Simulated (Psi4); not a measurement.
Input for Psi4: SAPT0/jun-cc-pV(D+d)Z on C2H4FN (a complex), monomers drawn apart or pushed together.

```
memory 2025 MB

molecule dimer {
0 1
C    -0.08324116    0.48591725   -0.50535480
F    -0.15483518   -0.67060525    0.28178622
H     0.83967750    0.44876088   -1.08227253
H    -0.94935309    0.50293220   -1.16531418
H    -0.08756066    1.35383493    0.15366398
--
0 1
C    -0.33166410   -0.13782476    4.95593534
N    -0.36346712    0.25651330    6.03216841
H    -0.30124016   -0.49230446    3.94475821
units angstrom
symmetry c1
no_reorient
no_com
}

set {
  basis jun-cc-pV(D+d)Z
  scf_type df
  freeze_core true
}

energy('sapt0')
```

It printed:

```
[...]
==> Input File <==

--------------------------------------------------------------------------
memory 2025 MB

molecule dimer {
0 1
C    -0.08324116    0.48591725   -0.50535480
F    -0.15483518   -0.67060525    0.28178622
H     0.83967750    0.44876088   -1.08227253
H    -0.94935309    0.50293220   -1.16531418
H    -0.08756066    1.35383493    0.15366398
--
0 1
C    -0.33166410   -0.13782476    4.95593534
N    -0.36346712    0.25651330    6.03216841
H    -0.30124016   -0.49230446    3.94475821
units angstrom
symmetry c1
no_reorient
no_com
}

set {
  basis jun-cc-pV(D+d)Z
  scf_type df
  freeze_core true
}

energy('sapt0')
--------------------------------------------------------------------------


   => Loading Basis Set <=

    Name: JUN-CC-PV(D+D)Z
    Role: ORBITAL
    Keyword: BASIS
    atoms 1, 6   entry C          line   188 file jun-cc-pv_dpd_z.gbs
    atoms 2      entry F          line   290 file jun-cc-pv_dpd_z.gbs
    atoms 3-5, 8 entry H          line    60 file jun-cc-pv_dpd_z.gbs
    atoms 7      entry N          line   222 file jun-cc-pv_dpd_z.gbs

   => Loading Basis Set <=

    Name: JUN-CC-PV(D+D)Z
    Role: ORBITAL
    Keyword: BASIS
    atoms 1, 6   entry C          line   188 file jun-cc-pv_dpd_z.gbs
    atoms 2      entry F          line   290 file jun-cc-pv_dpd_z.gbs
    atoms 3-5, 8 entry H          line    60 file jun-cc-pv_dpd_z.gbs
    atoms 7      entry N          line   222 file jun-cc-pv_dpd_z.gbs


  //>>>>>>>>>>>>>>>>>>>>>>>>>>>>>>>>>>>//
  //              Dimer HF             //
  //<<<<<<<<<<<<<<<<<<<<<<<<<<<<<<<<<<<//

   => Libint2 <=

    Primary   basis highest AM E, G, H:  7, 6, 3
    Auxiliary basis highest AM E, G, H:  7, 7, 4
    Onebody   basis highest AM E, G, H:  -, -, -
    Solid Harmonics ordering:            Gaussian


   => Loading Basis Set <=

    Name: JUN-CC-PV(D+D)Z
    Role: ORBITAL
    Keyword: BASIS
    atoms 1, 6   entry C          line   188 file jun-cc-pv_dpd_z.gbs
    atoms 2      entry F          line   290 file jun-cc-pv_dpd_z.gbs
    atoms 3-5, 8 entry H          line    60 file jun-cc-pv_dpd_z.gbs
    atoms 7      entry N          line   222 file jun-cc-pv_dpd_z.gbs


         ---------------------------------------------------------
                                   SCF
               by Justin Turney, Rob Parrish, Andy Simmonett
                          and Daniel G. A. Smith
                              RHF Reference
                        1 Threads,   1931 MiB Core
         ---------------------------------------------------------

  ==> Geometry <==

    Molecular point group: c1
    Full point group: C1

    Geometry (in Angstrom), charge = 0, multiplicity = 1:

       Center              X                  Y                   Z               Mass
    ------------   -----------------  -----------------  -----------------  -----------------
         C           -0.083241160000     0.485917250000    -0.505354800000    12.000000000000
         F           -0.154835180000    -0.670605250000     0.281786220000    18.998403162730
         H            0.839677500000     0.448760880000    -1.082272530000     1.007825032230
         H           -0.949353090000     0.502932200000    -1.165314180000     1.007825032230
         H           -0.087560660000     1.353834930000     0.153663980000     1.007825032230
         C           -0.331664100000    -0.137824760000     4.955935340000    12.000000000000
         N           -0.363467120000     0.256513300000     6.032168410000    14.003074004430
         H           -0.301240160000    -0.492304460000     3.944758210000     1.007825032230

  Running in c1 symmetry.

  Rotational constants: A =      0.97814  B =      0.02025  C =      0.01994 [cm^-1]
  Rotational constants: A =  29324.01132  B =    607.07847  C =    597.73958 [MHz]
  Nuclear repulsion =   85.364018165597429

  Charge       = 0
  Multiplicity = 1
  Electrons    = 32
  Nalpha       = 16
  Nbeta        = 16

  ==> Algorithm <==

  SCF Algorithm Type is DF.
  DIIS enabled.
  MOM disabled.
  Fractional occupation disabled.
  Guess Type is SAD.
  Energy threshold   = 1.00e-08
  Density threshold  = 1.00e-08
  Integral threshold = 1.00e-12

  ==> Primary Basis <==

  Basis Set: JUN-CC-PV(D+D)Z
    Blend: JUN-CC-PV(D+D)Z
    Number of shells: 44
    Number of basis functions: 92
    Number of Cartesian functions: 96
    Spherical Harmonics?: true
    Max angular momentum: 2

   => Loading Basis Set <=

    Name: (JUN-CC-PV(D+D)Z AUX)
    Role: JKFIT
    Keyword: DF_BASIS_SCF
    atoms 1, 6   entry C          line   146 file jun-cc-pvdz-jkfit.gbs
    atoms 2      entry F          line   314 file jun-cc-pvdz-jkfit.gbs
    atoms 3-5, 8 entry H          line    70 file jun-cc-pvdz-jkfit.gbs
    atoms 7      entry N          line   202 file jun-cc-pvdz-jkfit.gbs

  ==> Integral Setup <==

  DFHelper Memory: AOs need 0.025 GiB; user supplied 1.414 GiB.
  SCF_SUBTYPE=INCORE selected. In-core MEM_DF algorithm will be used.
  Using in-core A
[...]
p:
              A
    DOCC [     7 ]
    NA   [     7 ]
    NB   [     7 ]

  @DF-RHF Final Energy:   -92.88643707352901

   => Energetics <=

    Nuclear Repulsion Energy =             24.0146965005947166
    One-Electron Energy =                -172.7028336575738194
    Two-Electron Energy =                  55.8017000834501076
    Total Energy =                        -92.8864370735290095

Computation Completed


Properties will be evaluated at   0.000000,   0.000000,   0.000000 [a0]

Properties computed using the SCF density matrix


 Multipole Moments:

 ------------------------------------------------------------------------------------
     Multipole            Electronic (a.u.)      Nuclear  (a.u.)        Total (a.u.)
 ------------------------------------------------------------------------------------

 L = 1.  Multiply by 2.5417464519 to convert [e a0] to [Debye]
 Dipole X            :          9.1740963           -9.1377605            0.0363358
 Dipole Y            :         -1.3385525            0.9001523           -0.4384002
 Dipole Z            :       -144.6605200          143.4406992           -1.2198208
 Magnitude           :                                                    1.2967181

 ------------------------------------------------------------------------------------

  Constructing Basis Sets for SAPT...

   => Loading Basis Set <=

    Name: (JUN-CC-PV(D+D)Z AUX)
    Role: RIFIT
    Keyword: DF_BASIS_SAPT
    atoms 1, 6   entry C          line   100 file jun-cc-pvdz-ri.gbs
    atoms 2      entry F          line   232 file jun-cc-pvdz-ri.gbs
    atoms 3-5, 8 entry H          line    30 file jun-cc-pvdz-ri.gbs
    atoms 7      entry N          line   144 file jun-cc-pvdz-ri.gbs

   => Loading Basis Set <=

    Name: (JUN-CC-PV(D+D)Z AUX)
    Role: JKFIT
    Keyword: DF_BASIS_ELST
    atoms 1, 6   entry C          line   146 file jun-cc-pvdz-jkfit.gbs
    atoms 2      entry F          line   314 file jun-cc-pvdz-jkfit.gbs
    atoms 3-5, 8 entry H          line    70 file jun-cc-pvdz-jkfit.gbs
    atoms 7      entry N          line   202 file jun-cc-pvdz-jkfit.gbs


  //>>>>>>>>>>>>>>>>>>>>>>>>>>>>>>>>>>>//
  //               SAPT0               //
  //<<<<<<<<<<<<<<<<<<<<<<<<<<<<<<<<<<<//



        SAPT0
    Ed Hohenstein
     6 June 2009

      Orbital Information
  --------------------------
    NSO        =        92
    NMO        =        92
    NRI        =       316
    NRI (Elst) =       408
    NOCC A     =         9
    NOCC B     =         7
    FOCC A     =         2
    FOCC B     =         2
    NVIR A     =        83
    NVIR B     =        85

    Elst10,r            =    -0.001970834912 [Eh]
    Exch10              =     0.000008308642 [Eh]
    Exch10 (S^2)        =     0.000008308563 [Eh]

    Maxiter = 50
    CPHF R converge = 1.000000E-08

    Iter     Energy [mEh]          dE [mEh]         Residual      Time [s]
       1      -0.03524221       0.035242212     1.540653e-03             0
       2      -0.04127206       0.006029847     8.362430e-04             0
       3      -0.04499310       0.003721039     1.489961e-04             0
       4      -0.04496662      -0.000026482     4.530873e-05             0
       5      -0.04488005      -0.000086564     6.766554e-06             0
       6      -0.04489292       0.000012863     1.534811e-06             0
       7      -0.04489412       0.000001201     3.450930e-07             0
       8      -0.04489373      -0.000000390     4.768190e-08             0
       9      -0.04489372      -0.000000004     8.276195e-09             0

    CHF Iterations converged

    Maxiter = 50
    CPHF R converge = 1.000000E-08

    Iter     Energy [mEh]          dE [mEh]         Residual      Time [s]
       1      -0.01939589       0.019395888     1.724233e-03             0
       2      -0.01899791      -0.000397980     4.746250e-04             0
       3      -0.02219893       0.003201026     7.441191e-05             0
       4      -0.02218210      -0.000016835     1.782502e-05             0
       5      -0.02215070      -0.000031402     5.156806e-06             0
       6      -0.02215755       0.000006857     3.105083e-06             0
       7      -0.02215771       0.000000158     8.869927e-07             0
       8      -0.02215674      -0.000000976     2.090421e-07             0
       9      -0.02215697       0.000000232     4.842462e-08             0
      10      -0.02215693      -0.000000037     1.088521e-08             0
      11      -0.02215694       0.000000005     2.110537e-09             0

    CHF Iterations converged

    Ind20,r (A<-B)      =    -0.000044893724 [Eh]
    Ind20,r (B<-A)      =    -0.000022156936 [Eh]
    Ind20,r             =    -0.000067050660 [Eh]
    Exch-Ind20,r (A<-B) =     0.000000571147 [Eh]
    Exch-Ind20,r (B<-A) =     0.000000283846 [Eh]
    Exch-Ind20,r        =     0.000000854992 [Eh]
    Disp20              =    -0.000114545269 [Eh]
    Disp20 (SS)         =    -0.000057272634 [Eh]
    Disp20 (OS)         =    -0.000057272634 [Eh]
    Exch-Disp20         =     0.000000483497 [Eh]
    Exch-Disp20 (SS)    =     0.000000306541 [Eh]
    Exch-Disp20 (OS)    =     0.000000176956 [Eh]

    SAPT Results
  --------------------------------------------------------------------------------------------------------
    Electrostatics                 -1.97083491 [mEh]      -1.23671758 [kcal/mol]      -5.17442635 [kJ/mol]
      Elst10,r                     -1.97083491 [mEh]      -1.23671758 [kcal/mol]      -5.17442635 [kJ/mol]

    Exchange                        0.00830864 [mEh]       0.00521375 [kcal/mol]       0.02181434 [kJ/mol]
      Exch10                        0.00830864 [mEh]       0.00521375 [kcal/mol]       0.02181434 [kJ/mol]
      Exch10(S^2)                   0.00830856 [mEh]       0.00521370 [kcal/mol]       0.02181413 [kJ/mol]

    Induction                      -0.06887516 [mEh]      -0.04321982 [kcal/mol]      -0.18083171 [kJ/mol]
      Ind20,r                      -0.06705066 [mEh]      -0.04207492 [kcal/mol]      -0.17604148 [kJ/mol]
      Exch-Ind20,r                  0.00085499 [mEh]       0.00053652 [kcal/mol]       0.00224478 [kJ/mol]
      delta HF,r (2)               -0.00267949 [mEh]      -0.00168141 [kcal/mol]      -0.00703501 [kJ/mol]

    Dispersion                     -0.11406177 [mEh]      -0.07157484 [kcal/mol]      -0.29946914 [kJ/mol]
      Disp20                       -0.11454527 [mEh]      -0.07187824 [kcal/mol]      -0.30073856 [kJ/mol]
      Exch-Disp20                   0.00048350 [mEh]       0.00030340 [kcal/mol]       0.00126942 [kJ/mol]
      Disp20 (SS)                  -0.05727263 [mEh]      -0.03593912 [kcal/mol]      -0.15036928 [kJ/mol]
      Disp20 (OS)                  -0.05727263 [mEh]      -0.03593912 [kcal/mol]      -0.15036928 [kJ/mol]
      Exch-Disp20 (SS)              0.00030654 [mEh]       0.00019236 [kcal/mol]       0.00080482 [kJ/mol]
      Exch-Disp20 (OS)              0.00017696 [mEh]       0.00011104 [kcal/mol]       0.00046460 [kJ/mol]

  Total HF                         -2.03140143 [mEh]      -1.27472364 [kcal/mol]      -5.33344372 [kJ/mol]
  Total SAPT0                      -2.14546320 [mEh]      -1.34629848 [kcal/mol]      -5.63291286 [kJ/mol]

  Special recipe for scaled SAPT0 (see Manual):
    Electrostatics sSAPT0          -1.97083491 [mEh]      -1.23671758 [kcal/mol]      -5.17442635 [kJ/mol]
    Exchange sSAPT0                 0.00830864 [mEh]       0.00521375 [kcal/mol]       0.02181434 [kJ/mol]
    Induction sSAPT0               -0.06887516 [mEh]      -0.04321982 [kcal/mol]      -0.18083171 [kJ/mol]
    Dispersion sSAPT0              -0.11406177 [mEh]      -0.07157484 [kcal/mol]      -0.29946914 [kJ/mol]
  Total sSAPT0                     -2.14546320 [mEh]      -1.34629848 [kcal/mol]      -5.63291286 [kJ/mol]
  --------------------------------------------------------------------------------------------------------



*** Psi4 exiting successfully. Buy a developer a beer!
```

The run finished.

Cost: roughly 8 core-seconds.
